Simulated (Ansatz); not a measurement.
BH8NO2Si2 (`NB(O[SiH3])O[SiH3]`). Total charge 0; spin multiplicity 1.

Z-matrix (Å, degrees):
```
Si
O 1 1.635
H 1 1.484 2 108.1
H 1 1.484 2 110.1 3 -119.4
H 1 1.488 2 110.9 3 119.6
B 2 1.374 1 140.2 3 -136.5
N 6 1.403 2 118.7 1 162.4
O 6 1.374 2 122.6 1 -17.6
H 7 1.003 6 122.3 2 178.8
H 7 1.003 6 122.3 2 -1.3
Si 8 1.635 6 140.1 2 -17.8
H 11 1.484 8 110.1 6 104.2
H 11 1.484 8 108.1 6 -136.3
H 11 1.488 8 110.9 6 -16.8
```

**Question.** Give the diagnostics of a CCSD(T)/def2-TZVPP run (frozen core, Ansatz). (An estimate is asked.)

**Answer.** The calculation gave: T1 = 0.0117, largest single amplitude 0.017, largest double 0.019, (T) share of the correlation energy 3.4 %, 9 CCSD cycles. The RHF solution is stable towards an unrestricted one. T1 lies under the customary mark of 0.02 for closed shells.
